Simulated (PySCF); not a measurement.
**Two-component Hartree-Fock for Au⁴⁶⁺ (gold, charge +46)**

Start: [Ar] 3d10 4s2 4p3; 4p1/2 filled at m_j = -1/2, +1/2; 4p3/2 filled at m_j = +3/2. Calculated with PySCF 2.14 in an even-tempered Gaussian basis (16 s from 6.3 bohr⁻², ratio 2.8; 13 p from 8.2 bohr⁻², ratio 2.8; 8 d from 15 bohr⁻², ratio 2.8; 4 f from 36 bohr⁻², ratio 3): generalised Hartree-Fock with the X2C-1e Hamiltonian and a Gaussian nucleus; one run each with spin-orbit coupling (SO) switched off, then screened by Boettger's factors.

```json
{"spinor shell": "1s1/2", "electrons": "2", "ε, spin-free (eV)": "-83541.4", "ε, screened SO (eV)": "-83505.0", "weight of nominal j (screened SO)": "1.000", "rms radius, screened SO (bohr)": "0.0190"}
{"spinor shell": "2s1/2", "electrons": "2", "ε, spin-free (eV)": "-16813.8", "ε, screened SO (eV)": "-16800.0", "weight of nominal j (screened SO)": "1.000", "rms radius, screened SO (bohr)": "0.0767"}
{"spinor shell": "2p1/2", "electrons": "2", "ε, spin-free (eV)": "-14867.2", "ε, screened SO (eV)": "-16190.6", "weight of nominal j (screened SO)": "1.000", "rms radius, screened SO (bohr)": "0.0650"}
{"spinor shell": "2p3/2", "electrons": "4", "ε, spin-free (eV)": "-14867.2", "ε, screened SO (eV)": "-14341.9", "weight of nominal j (screened SO)": "1.000", "rms radius, screened SO (bohr)": "0.0729"}
{"spinor shell": "3s1/2", "electrons": "2", "ε, spin-free (eV)": "-5715.1", "ε, screened SO (eV)": "-5708.6", "weight of nominal j (screened SO)": "1.000", "rms radius, screened SO (bohr)": "0.194"}
{"spinor shell": "3p1/2", "electrons": "2", "ε, spin-free (eV)": "-5136.4", "ε, screened SO (eV)": "-5443.0", "weight of nominal j (screened SO)": "1.000", "rms radius, screened SO (bohr)": "0.185"}
{"spinor shell": "3p3/2", "electrons": "4", "ε, spin-free (eV)": "-5136.4", "ε, screened SO (eV)": "-5008.7", "weight of nominal j (screened SO)": "1.000", "rms radius, screened SO (bohr)": "0.200"}
{"spinor shell": "3d3/2", "electrons": "4", "ε, spin-free (eV)": "-4532.1", "ε, screened SO (eV)": "-4583.5", "weight of nominal j (screened SO)": "1.000", "rms radius, screened SO (bohr)": "0.174"}
{"spinor shell": "3d5/2", "electrons": "6", "ε, spin-free (eV)": "-4532.1", "ε, screened SO (eV)": "-4490.0", "weight of nominal j (screened SO)": "1.000", "rms radius, screened SO (bohr)": "0.178"}
{"spinor shell": "4s1/2", "electrons": "2", "ε, spin-free (eV)": "-2677.5", "ε, screened SO (eV)": "-2675.2", "weight of nominal j (screened SO)": "1.000", "rms radius, screened SO (bohr)": "0.407"}
{"spinor shell": "4p1/2", "electrons": "2", "ε, spin-free (eV)": "-2484.9", "ε, screened SO (eV)": "-2571.5", "weight of nominal j (screened SO)": "0.999", "rms radius, screened SO (bohr)": "0.396"}
{"spinor shell": "4p3/2", "electrons": "1", "ε, spin-free (eV)": "-2484.9", "ε, screened SO (eV)": "-2437.8", "weight of nominal j (screened SO)": "1.000", "rms radius, screened SO (bohr)": "0.416"}
```

```
   quantity     spin-free   screened SO
E (hartree)  -17522.03464  -17555.54130
        M_J           3/2           3/2
       ⟨J²⟩         3.750         3.751
       ⟨L²⟩         0.000         2.600
       ⟨S²⟩         3.750         1.553
```

Each row is a mean over spinors that exchange with the open shell spreads, by up to 15.060 eV (4s1/2).

Breit and QED terms are absent; they matter most for the inner s and p1/2 levels.

Densities and radii are taken from the X2C orbitals without a picture-change correction, which distorts them close to the nucleus.

Without spin-orbit coupling the j labels of p, d and f shells carry no meaning; the spin-free column gives the mean over the occupied spinors of each nl shell.
